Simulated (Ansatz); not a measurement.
Ansatz results at the PBE0-D4/def2-TZVP geometry: HOMO energy (PBE0/def2-TZVPP) -6.15 eV; size of the dipole moment (PBE/def2-TZVPP) 1.60 D; HOMO energy (B3LYP/def2-TZVPP) -5.93 eV.

Each molecule was computed in one conformer, which needn't be the lowest.

Question: Which molecule gave them?
A. `SC1CCCCC1`
B. `CSC1CCCC1`
C. `Cc1cccc(O)c1C`
D. `CCCC1CCCCC1`

Answer: B. The others give `SC1CCCCC1`: -6.63, 1.56, -6.40; `Cc1cccc(O)c1C`: -6.28, 1.97, -6.08; `CCCC1CCCCC1`: -8.10, 0.08, -7.92.

B3LYP here is the variant with VWN-RPA as its local correlation; programs differ in this.
